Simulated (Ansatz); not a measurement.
Consider the substitution at a C–C bond: `c1ccc(-c2ccccc2)cc1` + H–F → `Fc1ccccc1` + benzene.

Program: Ansatz. Geometries: PBE0-D4/def2-TZVP. ΔE: electronic, gas phase. CCSD(T)/CBS adds triple-zeta CCSD(T) − MP2 to the extrapolated MP2 energy (def2 sets, frozen cores). This one scheme is used for every species. DFT in def2-TZVPP. One conformer a species, not always the lowest.

`c1ccc(-c2ccccc2)cc1`:

Cartesian coordinates in Å:
```
C 2.781 -1.925 -1.031
C 2.161 -2.187 0.181
C 1.071 -1.433 0.584
C 0.580 -0.401 -0.215
C -0.580 0.401 0.215
C -1.653 -0.192 0.879
C -2.743 0.561 1.282
C -2.781 1.925 1.031
C -1.720 2.527 0.373
C -0.631 1.773 -0.031
C 1.213 -0.148 -1.431
C 2.302 -0.902 -1.836
H 3.634 -2.515 -1.347
H 2.533 -2.979 0.822
H 0.608 -1.628 1.545
H -1.643 -1.262 1.057
H -3.572 0.079 1.789
H -3.634 2.515 1.348
H -1.736 3.594 0.179
H 0.205 2.256 -0.524
H 0.830 0.634 -2.078
H 2.775 -0.694 -2.790
```

H–F:

```xyz
2

F    -0.131    0.166    0.409
H     0.131   -0.166   -0.409
```

`Fc1ccccc1`:

Z-matrix (Å, degrees):
```
C
C 1 1.381
C 1 1.381 2 122.3
F 1 1.340 2 118.9 3 -180.0
C 2 1.387 1 118.5 3 -0.0
H 2 1.083 1 119.7 3 180.0
C 3 1.387 1 118.5 2 0.0
H 3 1.083 1 119.7 2 180.0
C 5 1.387 2 120.5 1 0.0
H 5 1.084 2 119.4 1 180.0
H 7 1.084 3 119.4 1 180.0
H 9 1.083 5 120.1 2 -180.0
```

`c1ccccc1`:

Z-matrix (Å, degrees):
```
C
C 1 1.387
C 1 1.388 2 120.0
H 1 1.084 2 120.0 3 -180.0
C 2 1.387 1 120.0 3 -0.0
H 2 1.084 1 120.0 3 180.0
C 3 1.387 1 120.0 2 0.0
H 3 1.084 1 120.0 2 180.0
C 5 1.388 2 120.0 1 0.0
H 5 1.084 2 120.0 1 180.0
H 7 1.084 3 120.0 1 180.0
H 9 1.084 5 120.0 2 180.0
```

```json
{"species": "`c1ccc(-c2ccccc2)cc1`", "r2SCAN0 energy (Eh)": "-463.14937"}
{"species": "H–F", "r2SCAN0 energy (Eh)": "-100.43389"}
{"species": "`Fc1ccccc1`", "r2SCAN0 energy (Eh)": "-331.39916"}
{"species": "`c1ccccc1`", "r2SCAN0 energy (Eh)": "-232.16750"}
```

Question: Work out ΔE.

Answer: ΔE = (-331.39916) + (-232.16750) − (-463.14937) − (-100.43389) = 0.01660 Eh = +10.4 kcal/mol. CCSD(T)/CBS gives +15.4 kcal/mol.

Largest T1 diagnostic among the species: 0.011.

In def2-TZVPP, CCSD(T) changes the Hartree–Fock value by +9.1 kcal/mol (the triples alone add +1.5 kcal/mol) and MP2 by +14.1 kcal/mol. From BLYP to BHLYP (50 % exact exchange), in def2-TZVPP and without D4, ΔE moves by +2.5 kcal/mol. At CCSD(T), def2-SVP lies −2.7 kcal/mol from the extrapolated value and def2-TZVPP −0.7 kcal/mol.
